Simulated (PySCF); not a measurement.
ClH2SbTe2, SMILES [Cl][Sb]([TeH])[TeH].

The structure is a stationary point at PBE0-D3(BJ)/def2-SVP. A frequency run showed that this geometry is not a minimum. The structure was generated by enumeration; whether it is a known compound was not checked. The def2 effective core potentials stand for the cores of Sb, Te; spin–orbit coupling is left out.

Calculation: PBE/def2-TZVP run with PySCF.

The molecule is in vacuum.

| Quantity | Result |
|---|---|
| total energy | -1237.61425 hartree |
| point group | Cs |
| highest occupied level | -5.65 eV |
| lowest empty level | -2.70 eV |
| orbital gap | 2.96 eV |
| dipole moment | 2.10 D |
| quadrupole, principal values (traceless, Buckingham form, about the centre of nuclear charge) | -13.66, 5.30, 8.36 D·Å |
| mean static polarisability | 140.6 bohr³ (20.84 Å³) |
| polarisability, principal values | 101.6, 144.3, 175.9 bohr³ |
